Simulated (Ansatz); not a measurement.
Cl$_{2}$H$_{4}$HfN$_{2}$ (`[NH2][Hf]([NH2])([Cl])[Cl]`), relaxed with RKS PBE0-D4/def2-TZVP in Ansatz from a GFN2-xTB geometry. The force threshold is 0.005 eV/Å; the program also tests the step.

The species carries charge 0 and has multiplicity 1. Hf takes the def2 core potential.

Start:

```xyz
9

N    -0.930   -0.142   -1.389
Hf    0.484    0.528   -0.144
N     0.342   -0.502    1.564
Cl    0.175    2.761    0.253
Cl    2.557    0.218   -1.058
H    -1.918    0.069   -1.247
H    -0.885   -1.072   -1.806
H     0.616   -1.483    1.620
H    -0.440   -0.377    2.208
```

```
         step  energy (eV)  largest force (eV/Å)  largest move (Å)
            1  -29394.1023                 1.014             0.000
            2  -29394.2656                 0.638             0.195
            3  -29394.2927                 0.758             0.157
            4  -29394.3170                 0.336             0.134
            5  -29394.3480                 0.251             0.200
            6  -29394.4021                 0.208             0.200
            7  -29394.4208                 0.132             0.073
            8  -29394.4265                 0.513             0.198
            9  -29394.4368                 0.153             0.200
           10  -29394.4459                 0.070             0.086
           11  -29394.4468                 0.168             0.063
           12  -29394.4525                 0.025             0.128
           13  -29394.4535                 0.229             0.084
           14  -29394.4611                 0.014             0.137
15 (rejected)  -29394.4443                 0.696             0.195
           16  -29394.4637                 0.019             0.098
17 (rejected)  -29394.4625                 0.333             0.098
           18  -29394.4649                 0.062             0.048
           19  -29394.4654                 0.054             0.049
           20  -29394.4656                 0.146             0.068
           21  -29394.4662                 0.053             0.011
           22  -29394.4663                 0.011             0.017
           23  -29394.4664                 0.003             0.014
           24  -29394.4664                 0.006             0.011
           25  -29394.4664                 0.003             0.006
```

End:

```xyz
9

N    -0.990   -0.194   -1.354
Hf    0.416    0.520   -0.104
N     0.314   -0.651    1.524
Cl   -0.118    2.748    0.466
Cl    2.535    0.305   -1.124
H    -1.194    0.182   -2.271
H    -1.602   -0.976   -1.175
H     0.873   -1.477    1.687
H    -0.235   -0.457    2.351
```

Hardware: 4 threads of an Arm Neoverse V2 on a shared host. Wall time 97 s, peak host memory 0.61 GiB.
